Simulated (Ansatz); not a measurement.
Molecule: sum formula H$_{8}$Si$_{3}$NO, charge 0, multiplicity 2. It need not be the lowest isomer of its formula. 
Coordinates optimised at B3LYP-D3(BJ)/def2-TZVP (Ansatz, a program for electronic structure):
```xyz
13

Si    -0.0858     0.2340    -1.3240
N     -1.1441     0.9180    -0.1547
Si    -2.0560     0.0812     1.0587
O      1.3996    -0.1286    -0.7157
Si     2.1678    -0.7693     0.5865
H     -0.6844    -1.0216    -1.8185
H      0.1257     1.2199    -2.4012
H     -1.1381     1.9274    -0.0962
H     -3.5156     0.2950     0.9072
H     -1.7495    -1.3576     0.8973
H     -1.6754     0.5195     2.4229
H      1.5029    -0.3129     1.8418
H      3.5819    -0.3081     0.5587
```
Charge 0, spin multiplicity 2.

Dipole moments at this geometry, in debye (magnitudes).

| level | program | dipole (D) |
|---|---|---|
| SVWN5/def2-TZVPD | Ansatz | 1.26 |
| BLYP/def2-TZVPD | Ansatz | 1.18 |
| revPBE/def2-TZVPD | Ansatz | 1.22 |
| r2SCAN/def2-TZVPD | Ansatz | 1.20 |
| B97M-V/def2-TZVPD | Ansatz | 1.13 |
| r2SCAN0/def2-TZVPD | Ansatz | 1.16 |
| HSE06/def2-TZVPD | Ansatz | 1.19 |
| wB97M-V/def2-TZVPD | Ansatz | 1.13 |
| wB97X-V/def2-TZVPD | Ansatz | 1.20 |
| CCSD(T)/aug-cc-pV(D+d)Z | Ansatz | 1.14 |
